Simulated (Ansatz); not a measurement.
The cluster Mg₄O₄⁻, relaxed as a doublet with UKS PBE0-D4/def2-SVPD in Ansatz, starting from the GFN1-xTB geometry. Force threshold 0.02 eV/Å.

The highest occupied level of the charge -1 doublet lies above zero (up to 0.10 eV). It is a level of α spin, whose loss leaves a singlet; that state wasn't run at this geometry and level. The electron is either unbound and held by the finite basis, or the level is raised by self-interaction error. The relaxation made no stability test and no search for a lower SCF solution. The structure comes from a short search, and lower isomers may exist.

Start:

```tsv
atom	x (Å)	y (Å)	z (Å)
Mg1	0.809	0.702	1.755
Mg2	-0.809	-0.711	-1.777
Mg3	-0.197	-1.923	0.971
Mg4	0.200	1.919	-0.964
O5	0.864	2.188	0.708
O6	-0.855	-2.181	-0.705
O7	0.532	-0.993	2.360
O8	-0.545	0.999	-2.349
```

Task: Estimate the energy that the relaxation releases and the steps that it takes.

Result: 1.7 kcal/mol, in 4 steps; 30 s on 4 threads of Arm Neoverse V2 on a shared host. No frequencies were taken in this run, so the end may be a saddle point.

Task: Does the start keep its bonding and symmetry?

Result: By distances, no bond broke or formed. The bond that changes most is Mg1–O5, from 1.82 to 1.85 Å (atoms count from 1). The end is the same structure that another start reached. Point group C2h at the start, D4h at the end, both within 0.05 Å.

Task: Predict the relaxed structure.

Result: 
```csv
atom,x (Å),y (Å),z (Å)
Mg1,0.827,0.758,1.769
Mg2,-0.827,-0.758,-1.770
Mg3,-0.211,-1.881,0.905
Mg4,0.212,1.881,-0.905
O5,0.907,2.303,0.756
O6,-0.907,-2.303,-0.756
O7,0.537,-0.979,2.335
O8,-0.538,0.979,-2.335
```
Bond lengths (bridged metal pairs left out): 8 × Mg–O 1.85 Å.
